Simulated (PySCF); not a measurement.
tert-butanol (C4H10O), SMILES CC(C)(C)O. Atoms are numbered in the order given.

```xyz
15

C     -0.6784     0.5144     1.2565
C      0.0063    -0.0205     0.0000
C     -0.6784     0.5144    -1.2565
C      1.4850     0.3382     0.0000
O     -0.0350    -1.4390     0.0000
H     -0.6251     1.6124     1.3133
H     -0.2027     0.0930     2.1544
H     -1.7443     0.2316     1.2693
H     -0.2027     0.0930    -2.1544
H     -0.6251     1.6124    -1.3133
H     -1.7443     0.2316    -1.2693
H      1.6292     1.4284     0.0000
H      1.9749    -0.0835     0.8899
H      1.9749    -0.0835    -0.8899
H     -0.9614    -1.7031     0.0000
```
Charge 0, spin multiplicity 1.

Geometry: PBE0-D3(BJ)/def2-SVP. The values are those of a single conformer.

The numbers are results of r2SCAN/def2-TZVP (PySCF), not measurements.

The molecule is in vacuum.

```yaml
total_energy: -233.62542 hartree
point_group: Cs
highest_occupied_level: -6.44 eV
lowest_empty_level: 0.69 eV
orbital_gap: 7.13 eV
dipole_moment: 1.49 D
quadrupole, principal values (traceless, Buckingham form, about the centre of nuclear charge): -4.26, -0.57, 4.83 D·Å
mean_static_polarisability: 55.9 bohr³ (8.29 Å³)
polarisability_principal_values: 53.6, 56.4, 57.8 bohr³
```
